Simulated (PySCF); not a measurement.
## GeSb: one state, many levels of theory

State: ²Π (doublet), unpaired electrons π ↑. Set-up: PySCF, spin-free X2C with a Gaussian nucleus, basis sets Ge x2c-SVPall, Sb x2c-SVPall. De refers to Ge + Sb in their high-spin ground configurations, without counterpoise correction. The functionals are run spin-unrestricted. A positive dipole means Ge(−)Sb(+). Levels whose curve was spin-contaminated or gave no clean fit are not listed.

```csv
Level,Re (Å),ωe (cm⁻¹),De (eV),μ (D)
UHF-CCSD,2.462,282,1.84,n/a
LDA,2.434,289,3.80,-0.14
PBE,2.470,277,3.02,-0.20
r²SCAN,2.445,288,2.70,-0.23
PBE0,2.436,296,2.64,-0.32
M06,2.455,289,3.22,-0.13
HSE06,2.441,294,2.77,-0.31
```

The bond length runs from 2.434 Å (LDA) to 2.470 Å (PBE). De spans 1.84 eV (UHF-CCSD, coupled cluster) to 3.80 eV (LDA, local density).

Correlated steps freeze 27 core orbitals. Correlated levels converge slowly with the basis: in double zeta they bind strong bonds too weakly, by up to about 1 eV, and carry superposition errors of some tenths. Spin–orbit coupling is left out, which matters for elements this heavy, above all for dissociation energies. Counting both spins, an empty level lies below a filled one in some of these solutions, because spin and occupation are held. The state was picked by a PBE0 search and need not be the measured ground state.
